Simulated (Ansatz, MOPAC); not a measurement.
Molecule: CH$_{7}$Si$_{2}$ (charge 0, doublet). SMILES: C[SiH][SiH3]

Atoms: C1, Si2, Si3, H4, H5, H6, H7, H8, H9, H10. Bonds: C1-Si2, C1-H4, C1-H5, C1-H6, Si2-Si3, Si2-H7, Si3-H8, Si3-H9, Si3-H10.

Bond lengths (Å) and angles (degrees) optimised at AM1 with MOPAC; PM3 with MOPAC; HF/STO-3G with Ansatz (a first-principles code); MP2/6-31G* with Ansatz, each started from the B3LYP-D3(BJ)/def2-TZVP structure (Ansatz) of the last column. A row stands for all coordinates that are equal there; 11 of 22 kinds are shown. 6-31G* holds six Cartesian d functions. No wavenumbers were computed at HF/STO-3G, MP2/6-31G*, so these may be saddle points.

| coordinate | AM1 | PM3 | HF/STO-3G | MP2/6-31G* | B3LYP-D3(BJ)/def2-TZVP |
|---|---|---|---|---|---|
| C1-Si2 | 1.786 | 1.828 | 1.874 | 1.895 | 1.887 |
| C1-H4 | 1.117 | 1.098 | 1.084 | 1.095 | 1.094 |
| C1-H5 | 1.116 | 1.097 | 1.083 | 1.093 | 1.091 |
| Si2-Si3 | 2.406 | 2.377 | 2.246 | 2.333 | 2.335 |
| Si2-H7 | 1.461 | 1.486 | 1.430 | 1.492 | 1.490 |
| Si3-H8 | 1.467 | 1.488 | 1.424 | 1.487 | 1.483 |
| Si3-H9 | 1.467 | 1.489 | 1.425 | 1.490 | 1.488 |
| Si3-H10 | 1.467 | 1.488 | 1.424 | 1.488 | 1.484 |
| C1-Si2-Si3 | 120.3 | 118.6 | 111.6 | 114.3 | 114.3 |
| Si2-C1-H4 | 112.2 | 112.9 | 111.7 | 111.0 | 110.6 |
| Si2-C1-H5 | 110.8 to 112.3 | 110.6 to 112.6 | 111.3 to 111.9 | 110.8 | 110.9 |

A range marks coordinates that this level makes unequal.

Mean signed difference of all 9 bond lengths from B3LYP-D3(BJ)/def2-TZVP: AM1 -0.004 Å, PM3 0.001 Å, HF/STO-3G -0.041 Å, MP2/6-31G* 0.003 Å.
